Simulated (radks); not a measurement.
Results of a calculation; reference values are marked as such.
How relativity changes the ionisation of the boron ion B+ ([He] 2s2) to B2+ ([He] 2s1). Spin-unpolarised spherical Kohn-Sham, PBEsol, point nucleus unless stated (finite: rms radius 2.406 fm), a radial shooting solver on a logarithmic mesh with Libxc functionals. A level marked "c x" has the speed of light scaled by that factor.

| level | E(B+) (hartree) | E(B2+) (hartree) | IE (eV) | HOMO | <r> HOMO (bohr) |
|---|---|---|---|---|---|
| non-rel. | -24.16300 | -23.23492 | 25.254 | 2s | 1.785 |
| scalar-rel. | -24.17061 | -23.24226 | 25.262 | 2s | 1.784 |
| scalar-rel., finite nucleus | -24.17061 | -23.24226 | 25.262 | 2s | 1.784 |
| Dirac | -24.17061 | -23.24226 | 25.262 | 2s1/2 | 1.784 |
| Dirac, finite nucleus | -24.17061 | -23.24226 | 25.262 | 2s1/2 | 1.784 |
| Dirac, c x 0.75 | -24.17653 | -23.24798 | 25.267 | 2s1/2 | 1.784 |
| Dirac, c x 1.5 | -24.16638 | -23.23818 | 25.258 | 2s1/2 | 1.785 |
| Dirac, c x 100 | -24.16301 | -23.23492 | 25.254 | 2s1/2 | 1.785 |

NIST Atomic Spectra Database: 25.155 eV (measured). The relativistic part of the total energy of B+ is -0.007604 hartree (Dirac, finite nucleus), 0.031 % of the non-relativistic value. Spin polarisation and multiplet splitting of open shells are left out at every level.

Beside tabulated values, note that spin-unpolarised runs miss the spin-polarisation part of the exchange energy of open shells.
